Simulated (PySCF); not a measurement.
# Electron correlation in B⁺ (boron, charge +1)

[He] 2s1 3d1, high-spin 3D determinant (an excited configuration). Calculation: PySCF 2.14, in aug-cc-pVQZ-DK (6s5p4d3f2g, 80 functions); the spin-free X2C one-electron Hamiltonian (Gaussian nucleus). Frozen: 1s2; 2 electrons correlated.

Total MP2 correlation energy: -3.61 mhartree.

Same-spin part -3.61 and opposite-spin part 0.00 mhartree; SCS-MP2 scales them by 1/3 and 6/5 to -1.20 mhartree.
